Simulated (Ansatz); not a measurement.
Clusters of 9 atoms, II-VI: PBE-D4/def2-SVP single points in Ansatz on relaxed structures, gas phase. Each cluster is the lowest isomer that a short search found in that spin, judged at the geometry's level, and lower ones may exist. Core potentials for Sr, Te, no spin–orbit coupling. HOMO and LUMO are taken over both spins. Levels of anions in sets without diffuse functions are rough. The structures are stationary points that may keep the symmetry of their start.

(1) Estimate the order by gap (eV), lowest first.
A. Sr5S4⁺ (doublet)
B. Sr4Te5⁻ (doublet)
C. Mg5O4⁺ (doublet)

(1) A (0.35), C (0.51), B (0.60).

In full:

```
species  atoms    state            geometry  HOMO (eV)  LUMO (eV)  gap (eV)  point group (within 0.1 Å)
Sr4Te5⁻      9  doublet     PBE-D4/def2-SVP      -0.70      -0.09      0.60                          Cs
 Sr5S4⁺      9  doublet     PBE-D4/def2-SVP      -5.48      -5.13      0.35                         C4v
 Mg5O4⁺      9  doublet  r2SCAN-D4/def2-SVP      -7.67      -7.16      0.51                          C2
```

The gap (eV) runs from 0.35 (Sr5S4⁺) to 0.60 (Sr4Te5⁻).
